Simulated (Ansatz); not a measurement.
Ge3O9H6 was relaxed with PBE-D4 (def2-SVP) in Ansatz in these states: charge +1 doublet, neutral singlet. The geometries follow in no particular order.

A:

Cartesian coordinates in Å:
```
Ge -1.5523 -1.5169 0.2551
Ge 0.1042 1.9274 -0.7243
Ge 1.0143 0.4336 1.9866
O -0.7060 -1.9872 2.1880
O -0.6459 2.9687 -1.7744
O 0.2599 -1.4338 1.1937
O 1.9106 1.4431 -0.8839
O -0.3065 0.0953 -1.8563
O -0.3965 0.1865 3.2766
O 2.1134 0.9641 -2.2516
O -1.2374 -3.1218 -0.4929
O -0.1994 1.4581 0.9437
H -0.9414 0.4884 -2.4960
H 2.2825 1.8022 -2.7375
H -1.1132 0.8018 3.0090
H -0.4277 -3.5518 -0.1523
H -0.7478 -1.1058 2.8343
H 0.5892 0.1480 -2.3176
```

B:

```xyz
18

Ge   -1.1121   -2.0775    0.1376
Ge   -0.8395    2.0939    0.7270
Ge    1.4931    0.2931    1.1691
O     1.1290   -2.3944    0.2112
O    -1.9044    3.3433    0.7143
O     0.7562   -0.9968   -0.1084
O     0.7350    1.8399   -0.4078
O    -1.7647    0.6789   -0.6167
O     1.8570   -1.1345    2.2794
O     0.4144    1.5545   -1.7832
O    -1.2626   -2.4746   -1.5779
O    -0.0547    0.9742    1.8844
H    -2.6739    1.0134   -0.7914
H     0.7792    2.3448   -2.2465
H     2.6360   -1.0667    2.8683
H    -0.4853   -2.5829   -2.1610
H     1.5282   -2.2617    1.1476
H    -1.2309    0.8529   -1.4461
```

Problem. Judge from the bond lengths which geometry belongs to which state (an estimate).

Solution. A is the neutral singlet (Ge3–O6 2.165 Å, Ge1–O6 2.043 Å, Ge1–O4 2.162 Å); B is the charge +1 doublet (Ge3–O6 1.959 Å, Ge1–O6 2.172 Å, Ge1–O4 2.265 Å).
